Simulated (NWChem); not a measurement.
System: CH5ClO2Si; SMILES C[Si](O)(O)Cl

NWChem printed, in part:

```
             Northwest Computational Chemistry Package (NWChem) 7.3.0
             --------------------------------------------------------

                             Geometry "geometry" -> ""
                             -------------------------

 Output coordinates in angstroms (scale by  1.889725989 to convert to a.u.)

  No.       Tag          Charge          X              Y              Z
 ---- ---------------- ---------- -------------- -------------- --------------
    1 C                    6.0000     1.69041300     1.07973200    -0.26101400
    2 Si                  14.0000    -0.01516800     0.41398700    -0.03216400
    3 O                    8.0000    -1.07679900     0.82927500    -1.23243100
    4 O                    8.0000    -0.58316600     0.98241400     1.40459400
    5 Cl                  17.0000     0.05418700    -1.66976400    -0.02013600
    6 H                    1.0000     1.66141600     2.17883400    -0.31356200
    7 H                    1.0000     2.33194500     0.78951300     0.58416200
    8 H                    1.0000     2.14133000     0.69644200    -1.18799200
    9 H                    1.0000    -1.28241800     0.15222600    -1.88290100
   10 H                    1.0000    -1.51421800     0.82858700     1.59203800

 Effective nuclear repulsion energy (a.u.)     310.9746667665

                                 NWChem DFT Module
                                 -----------------

 Summary of "ao basis" -> "ao basis" (spherical)
 ------------------------------------------------------------------------------
       Tag                 Description            Shells   Functions and Types
 ---------------- ------------------------------  ------  ---------------------
 C                           6-31g*                  6       14   3s2p1d
 Si                          6-31g*                  8       18   4s3p1d
 O                           6-31g*                  6       14   3s2p1d
 Cl                          6-31g*                  8       18   4s3p1d
 H                           6-31g*                  2        2   2s

 in cosmo_initialize ...
 calling solv_data for solv:etoac

 solvent parameters
 solvname_short: etoac
 solvname_long:  ethyl acetate
 dielec:        5.9867
 dielecinf:     1.8832
 nonaqueous SMD model solvent descriptors
 dielec:        5.9867
 sola:          0.0000
 solb:          0.4500
 solc:          0.0000
 solg:         33.6700
 solh:          0.0000
 soln:          1.3723

[...]

                                COSMO-SMD solvation results
                                ---------------------------

             internal energy in gas <Psi(g)|H|Psi(g)> =      -941.329277217764
         internal energy in solvent <Psi(s)|H|Psi(s)> =      -941.328859020294
                               delta internal energy  =         0.000418197470 (    0.26 kcal/mol)
   total free energy in solvent <Psi(s)|H+V/2|Psi(s)> =      -941.337325861676
 polarization energy contribution <Psi(s)|V/2|Psi(s)> =        -0.008466841382 (   -5.31 kcal/mol)
    total free energy in solvent including G(SMD-CDS) =      -941.340616420414
                       G(SMD-CDS) energy contribution =        -0.003290558738 (   -2.06 kcal/mol)
     1 M fixed-concentration free energy of solvation =        -0.011339202649 (   -7.12 kcal/mol)

                       DFT Final Molecular Orbital Analysis
                       ------------------------------------

 Vector   27  Occ=2.000000D+00  E=-3.904478D-01
              MO Center= -1.7D-01, -4.5D-01, -3.5D-01, r^2= 3.7D+00
   Bfn.  Coefficient  Atom+Function         Bfn.  Coefficient  Atom+Function
  ----- ------------  ---------------      ----- ------------  ---------------
    67      0.452075   5 Cl px               71      0.257610   5 Cl px
    36     -0.238374   3 O  py               37      0.227493   3 O  pz
    69      0.194584   5 Cl pz               68     -0.192744   5 Cl py
    35     -0.181474   3 O  px               40     -0.181298   3 O  py
    41      0.176307   3 O  pz               63     -0.176244   5 Cl px

 Vector   28  Occ=2.000000D+00  E=-3.846262D-01
              MO Center= -7.3D-02, -1.1D+00,  1.8D-01, r^2= 2.8D+00
   Bfn.  Coefficient  Atom+Function         Bfn.  Coefficient  Atom+Function
  ----- ------------  ---------------      ----- ------------  ---------------
    69      0.615275   5 Cl pz               73      0.344304   5 Cl pz
    50      0.273322   4 O  py               65     -0.239348   5 Cl pz
    54      0.212361   4 O  py               67     -0.187643   5 Cl px
    71     -0.106271   5 Cl px               36     -0.082037   3 O  py
    63      0.073022   5 Cl px               35      0.069969   3 O  px

 Vector   29  Occ=2.000000D+00  E=-3.758654D-01
              MO Center=  4.2D-01, -1.5D-01, -1.7D-01, r^2= 3.9D+00
   Bfn.  Coefficient  Atom+Function         Bfn.  Coefficient  Atom+Function
  ----- ------------  ---------------      ----- ------------  ---------------
    67      0.429264   5 Cl px                3      0.278460   1 C  px
    71      0.240361   5 Cl px               35      0.215695   3 O  px
    68      0.201101   5 Cl py                7      0.194472   1 C  px
    21     -0.188875   2 Si px               63     -0.166687   5 Cl px
    39      0.163298   3 O  px                4      0.147911   1 C  py

 Vector   30  Occ=0.000000D+00  E= 9.674784D-02
              MO Center= -5.2D-01,  1.5D-01, -1.0D-01, r^2= 5.2D+00
   Bfn.  Coefficient  Atom+Function         Bfn.  Coefficient  Atom+Function
  ----- ------------  ---------------      ----- ------------  ---------------
    24      1.477777   2 Si s                 6     -0.785791   1 C  s
    38     -0.648944   3 O  s                52     -0.590979   4 O  s
    72     -0.449317   5 Cl py               70     -0.402973   5 Cl s
    86      0.363592   9 H  s                88      0.357483  10 H  s
    66     -0.254943   5 Cl s                82      0.239298   7 H  s

[...]
```

Level: M05-2X/6-31G* (spherical d), SMD on the gas-phase geometry. Coordinates come from a PBE0/def2-SVP optimisation. Solvent: ethyl acetate.

Problem. Reconstruct the input file.

Solution. Several could match; the one computed here: the input that was run:
```
start job
memory heap 200 mb stack 900 mb global 1100 mb
geometry units angstroms noautosym nocenter noautoz
  C      1.690413     1.079732    -0.261014
  Si    -0.015168     0.413987    -0.032164
  O     -1.076799     0.829275    -1.232431
  O     -0.583166     0.982414     1.404594
  Cl     0.054187    -1.669764    -0.020136
  H      1.661416     2.178834    -0.313562
  H      2.331945     0.789513     0.584162
  H      2.141330     0.696442    -1.187992
  H     -1.282418     0.152226    -1.882901
  H     -1.514218     0.828587     1.592038
end
basis spherical
  C library 6-31g*
  Si library 6-31g*
  O library 6-31g*
  Cl library 6-31g*
  H library 6-31g*
end
dft
  xc m05-2x
  iterations 150
end
cosmo
  do_cosmo_smd true
  solvent etoac
end
task dft energy
```
